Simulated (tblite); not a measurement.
Record of a relaxation.

Compound: C5H6F3P.
Atom-mapped SMILES: `[F:1][C:2]([F:3])([F:4])[P:5]1[CH2:6][CH:7]=[CH:8][CH2:9]1` (hydrogens: H10, H11 on C6; H12 on C7; H13 on C8; H14, H15 on C9)

Computed with GFN2-xTB (tblite), gas phase: L-BFGS steps from a force-field or distance-geometry start until the largest atomic force falls under 0.01 eV/Å. 8 of its 60 geometries are shown.

Step 0: E = -828.0807 eV, largest atomic force 4.392 eV/Å
```
atom  x, y, z in Å  |  force x, y, z in eV/Å
F1      2.567    0.387   -1.367    1.070   0.763   0.089
C2      2.020    0.080   -0.195   -0.015  -0.128   0.150
F3      1.723    1.148    0.538    1.236   1.070   0.427
F4      2.770   -0.786    0.486    1.180   0.475   0.414
P5      0.534   -0.771   -0.545   -1.093  -3.551  -2.342
C6     -0.207   -0.898    1.098   -0.232   0.343   0.591
C7     -1.527   -0.304    0.771   -1.385   0.476   0.076
C8     -1.650    0.413   -0.345   -1.343   0.066   0.656
C9     -0.464    0.580   -1.226   -0.481   0.531   0.222
H10     0.284   -0.327    1.897    0.072  -0.099  -0.019
H11    -0.305   -1.941    1.414    0.094   0.059  -0.027
H12    -2.364   -0.452    1.457    0.289   0.099  -0.227
H13    -2.603    0.874   -0.611    0.354  -0.078   0.048
H14    -0.053    1.589   -1.121    0.128   0.030  -0.058
H15    -0.728    0.417   -2.273    0.124  -0.055   0.000
```

Step 8: E = -828.8741 eV, largest atomic force 0.386 eV/Å
```
atom  x, y, z in Å  |  force x, y, z in eV/Å
F1      2.713    0.473   -1.303    0.060  -0.078  -0.041
C2      2.072    0.061   -0.200    0.091   0.176   0.084
F3      1.847    1.166    0.526   -0.044   0.179   0.143
F4      2.925   -0.685    0.514    0.043  -0.044  -0.056
P5      0.525   -0.908   -0.640   -0.015  -0.327  -0.204
C6     -0.277   -0.908    1.040   -0.042  -0.006   0.070
C7     -1.621   -0.279    0.794   -0.006  -0.055  -0.038
C8     -1.748    0.430   -0.315   -0.004  -0.063  -0.027
C9     -0.533    0.520   -1.198   -0.049   0.048  -0.025
H10     0.303   -0.342    1.773    0.020   0.143   0.017
H11    -0.347   -1.925    1.433   -0.129  -0.043  -0.099
H12    -2.414   -0.432    1.512    0.074   0.074  -0.011
H13    -2.656    0.930   -0.617    0.082   0.025   0.058
H14    -0.021    1.479   -1.081    0.024   0.079   0.107
H15    -0.772    0.430   -2.260   -0.105  -0.110   0.025
```

Step 17: E = -828.8901 eV, largest atomic force 0.054 eV/Å
```
atom  x, y, z in Å  |  force x, y, z in eV/Å
F1      2.723    0.479   -1.298    0.014  -0.013   0.008
C2      2.079    0.075   -0.193    0.007   0.032   0.014
F3      1.852    1.181    0.537   -0.031   0.032   0.031
F4      2.933   -0.677    0.516    0.006   0.008  -0.015
P5      0.537   -0.922   -0.651   -0.031  -0.035  -0.016
C6     -0.281   -0.918    1.030    0.024  -0.020   0.004
C7     -1.619   -0.284    0.789   -0.010   0.003   0.003
C8     -1.746    0.423   -0.318   -0.010   0.005   0.000
C9     -0.537    0.506   -1.201    0.022  -0.003  -0.024
H10     0.294   -0.334    1.755    0.026  -0.028   0.028
H11    -0.376   -1.935    1.415    0.009  -0.031  -0.009
H12    -2.398   -0.409    1.521   -0.019   0.013   0.046
H13    -2.641    0.948   -0.603   -0.028   0.044  -0.005
H14    -0.029    1.466   -1.066    0.016   0.015  -0.040
H15    -0.796    0.408   -2.257    0.005  -0.020  -0.024
```

Step 25: E = -828.9007 eV, largest atomic force 0.148 eV/Å
```
atom  x, y, z in Å  |  force x, y, z in eV/Å
F1      2.717    0.518   -1.264   -0.027   0.075  -0.046
C2      2.059    0.109   -0.169    0.094   0.009   0.004
F3      1.814    1.208    0.564   -0.057   0.016   0.000
F4      2.922   -0.635    0.539    0.005  -0.029   0.089
P5      0.553   -0.922   -0.654   -0.048  -0.119  -0.073
C6     -0.288   -0.959    1.015    0.060   0.007  -0.022
C7     -1.603   -0.267    0.798    0.049   0.054   0.019
C8     -1.732    0.438   -0.311    0.053   0.042   0.036
C9     -0.547    0.473   -1.233    0.064  -0.008   0.004
H10     0.298   -0.427    1.772    0.027  -0.025   0.016
H11    -0.399   -1.993    1.351   -0.079   0.045  -0.024
H12    -2.347   -0.330    1.576   -0.052  -0.013  -0.046
H13    -2.596    1.029   -0.565   -0.035  -0.049   0.016
H14    -0.040    1.441   -1.157    0.021   0.009  -0.033
H15    -0.815    0.324   -2.282   -0.074  -0.013   0.062
```

Step 34: E = -828.9700 eV, largest atomic force 0.224 eV/Å
```
atom  x, y, z in Å  |  force x, y, z in eV/Å
F1      2.671    0.746   -1.111   -0.072   0.026   0.036
C2      1.981    0.234   -0.079   -0.017   0.017   0.028
F3      1.539    1.274    0.647    0.019  -0.006  -0.032
F4      2.867   -0.422    0.690   -0.041   0.028   0.021
P5      0.637   -0.955   -0.687   -0.177   0.080   0.024
C6     -0.282   -1.092    0.940   -0.080  -0.052   0.104
C7     -1.431   -0.123    0.867    0.069  -0.108   0.021
C8     -1.565    0.575   -0.243    0.043  -0.041  -0.082
C9     -0.549    0.348   -1.329   -0.125   0.079  -0.055
H10     0.379   -0.907    1.799   -0.096   0.008  -0.172
H11    -0.658   -2.121    1.042    0.051   0.144  -0.010
H12    -2.134   -0.046    1.685    0.182  -0.087   0.048
H13    -2.389    1.257   -0.397    0.181   0.041  -0.125
H14    -0.030    1.275   -1.612   -0.028  -0.171   0.069
H15    -1.039   -0.034   -2.235    0.089   0.041   0.123
```

Step 42: E = -829.0097 eV, largest atomic force 0.092 eV/Å
```
atom  x, y, z in Å  |  force x, y, z in eV/Å
F1      2.593    0.869   -1.024   -0.004  -0.017  -0.034
C2      1.901    0.305   -0.022   -0.034  -0.004  -0.002
F3      1.385    1.319    0.692   -0.067  -0.012   0.011
F4      2.792   -0.303    0.778   -0.005  -0.010   0.001
P5      0.665   -0.970   -0.701    0.073  -0.001  -0.051
C6     -0.295   -1.166    0.884    0.030   0.059  -0.056
C7     -1.320   -0.072    0.889   -0.068   0.020   0.036
C8     -1.454    0.630   -0.221   -0.066   0.035   0.019
C9     -0.560    0.268   -1.369    0.034  -0.021   0.083
H10     0.372   -1.137    1.750   -0.007   0.000   0.013
H11    -0.788   -2.141    0.876    0.013  -0.059   0.028
H12    -1.921    0.069    1.774    0.032   0.020  -0.033
H13    -2.184    1.412   -0.357    0.054   0.003   0.016
H14    -0.051    1.132   -1.805    0.006  -0.006   0.013
H15    -1.141   -0.207   -2.165    0.007  -0.007  -0.045
```

Step 51: E = -829.0132 eV, largest atomic force 0.035 eV/Å
```
atom  x, y, z in Å  |  force x, y, z in eV/Å
F1      2.577    0.875   -1.022   -0.010   0.008  -0.003
C2      1.886    0.302   -0.024    0.001   0.001   0.002
F3      1.342    1.304    0.685    0.001   0.024   0.003
F4      2.780   -0.290    0.784    0.000  -0.005   0.005
P5      0.668   -0.979   -0.708   -0.008  -0.014   0.002
C6     -0.292   -1.169    0.878   -0.013  -0.007  -0.003
C7     -1.316   -0.071    0.889   -0.011  -0.006   0.013
C8     -1.447    0.634   -0.219   -0.005   0.002   0.000
C9     -0.556    0.263   -1.367    0.008  -0.016   0.002
H10     0.373   -1.140    1.744    0.011   0.009   0.003
H11    -0.780   -2.149    0.877   -0.010  -0.008   0.012
H12    -1.905    0.079    1.779    0.011   0.000  -0.011
H13    -2.157    1.435   -0.351    0.022  -0.017   0.015
H14    -0.042    1.125   -1.801    0.004   0.004  -0.016
H15    -1.136   -0.211   -2.165   -0.002   0.025  -0.024
```

Step 59: E = -829.0139 eV, largest atomic force 0.009 eV/Å
```
atom  x, y, z in Å  |  force x, y, z in eV/Å
F1      2.571    0.873   -1.025   -0.005   0.001  -0.003
C2      1.881    0.300   -0.025    0.000   0.000  -0.001
F3      1.337    1.303    0.681    0.004   0.006   0.001
F4      2.777   -0.289    0.783   -0.002  -0.001   0.002
P5      0.665   -0.984   -0.709   -0.004  -0.004   0.003
C6     -0.293   -1.172    0.880   -0.004   0.003   0.000
C7     -1.317   -0.076    0.888   -0.003   0.004  -0.002
C8     -1.445    0.631   -0.219   -0.004   0.004  -0.004
C9     -0.553    0.264   -1.369    0.003  -0.003   0.001
H10     0.378   -1.129    1.744    0.003  -0.005  -0.001
H11    -0.777   -2.153    0.892    0.004  -0.003   0.000
H12    -1.908    0.076    1.776    0.004  -0.001  -0.005
H13    -2.153    1.433   -0.349   -0.001   0.001   0.003
H14    -0.033    1.127   -1.795    0.006   0.002   0.007
H15    -1.133   -0.195   -2.176   -0.002  -0.005   0.000
```

Q: Summarise the path.

A: The energy falls by 21.52 kcal/mol from step 0 to step 59; nine tenths of that is first reached at step 29. It falls at every step. The largest force goes from 4.392 to 0.009 eV/Å. Among the bonds C2–P5 changes most, from 1.748 to 1.897 Å; the atoms move by 0.586 Å rms after alignment.

Q: Follow the three bonds and two angles with the largest change from start to end.

A: 
```tsv
step	E above end (kcal/mol)	largest force (eV/Å)	C2–P5 (Å)	P5–C6 (Å)	P5–C9 (Å)	P5–C9–C8 (°)	P5–C6–C7 (°)
0	21.52	4.392	1.748	1.807	1.812	97.6	97.8
3	7.53	0.629	1.857	1.881	1.879	99.1	99.0
5	5.22	0.665	1.870	1.873	1.872	101.1	101.0
8	3.22	0.386	1.878	1.862	1.863	103.7	103.7
10	3.00	0.108	1.897	1.872	1.872	104.0	104.0
13	2.90	0.057	1.896	1.870	1.870	104.0	104.0
15	2.88	0.056	1.892	1.869	1.869	104.1	104.1
18	2.84	0.054	1.894	1.870	1.870	104.4	104.4
21	2.77	0.122	1.899	1.870	1.870	104.6	104.6
23	2.69	0.107	1.894	1.869	1.869	104.8	104.7
26	2.51	0.197	1.889	1.869	1.868	105.0	105.0
28	2.20	0.444	1.904	1.873	1.871	105.6	105.7
31	1.54	0.331	1.909	1.875	1.874	105.7	105.8
33	1.22	0.250	1.900	1.873	1.873	106.0	106.1
36	0.64	0.217	1.891	1.871	1.872	106.9	106.9
38	0.30	0.147	1.901	1.868	1.866	106.5	106.4
41	0.14	0.134	1.904	1.865	1.866	106.0	106.1
44	0.05	0.043	1.897	1.863	1.864	106.3	106.4
46	0.04	0.043	1.897	1.864	1.863	106.4	106.4
49	0.02	0.044	1.897	1.864	1.864	106.5	106.4
51	0.01	0.035	1.896	1.864	1.864	106.5	106.4
54	0.01	0.023	1.897	1.864	1.864	106.4	106.4
56	0.00	0.020	1.897	1.865	1.865	106.4	106.4
59	0.00	0.009	1.897	1.865	1.865	106.3	106.3
```

The cost below is that of the whole relaxation. Hardware: one thread of an Arm Neoverse V1 (shared host). Cost: 0.4 s wall.
